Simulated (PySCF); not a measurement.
# O⁺: excitation energy

O⁺ [He] 2s2 2p3 (4S) → O⁺ [He] 2s1 2p3 3d1 (6D), as a difference of total energies. Computed with PySCF 2.14 in aug-cc-pCVTZ-DK with one added diffuse shell each of s, p, d, f type (8s7p5d3f, 75 functions), with scalar relativity by spin-free X2C-1e. Correlated levels: valence: 1s2 frozen. The calculations carry no spin-orbit coupling.

| method | excitation energy (eV) |
| --- | --- |
| UHF | 34.009 |
| MP2 (valence) | 35.906 |
| SCS-MP2 (valence) | 36.324 |
| CCSD (valence) | 36.159 |
| CCSD(T) (valence) | 36.202 |

**Question.** How much does correlation contribute at CCSD(T) (valence)?

**Answer.** 36.202 − (34.009) = 2.193 eV, measured against UHF.

The upper state lies above the first ionisation limit, but in LS coupling its spin forbids autoionisation to the ground ion. A Rydberg-like electron needs more diffuse functions than a valence basis has.

The promoted electron is Rydberg-like, and one or two diffuse shells describe it only roughly, which tends to raise the upper state.
